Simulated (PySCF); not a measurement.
A structure optimised at B3LYP-D3(BJ)/def2-SVP, used in a PySCF frequency run:

```xyz
12

C      2.0792    -0.8286    -0.3994
C      0.7029    -0.5404     0.1295
F      0.7369    -0.1111     1.4273
C     -0.5075    -1.3453    -0.2489
C     -0.3568     0.0770    -0.7409
Cl    -1.3920     1.3497    -0.0871
H      2.0357    -1.1438    -1.4520
H      2.7101     0.0711    -0.3279
H      2.5510    -1.6342     0.1851
H     -1.2360    -1.4996     0.5510
H     -0.4151    -2.1628    -0.9699
H     -0.1209     0.2482    -1.7943
```

Q: Write its SMILES and formula.

A: C[C@]1(F)C[C@H]1Cl, C4H6ClF

Q: What are its rotational constants (standard atomic weights)?

A: 5.2378, 1.9136, 1.7491 GHz
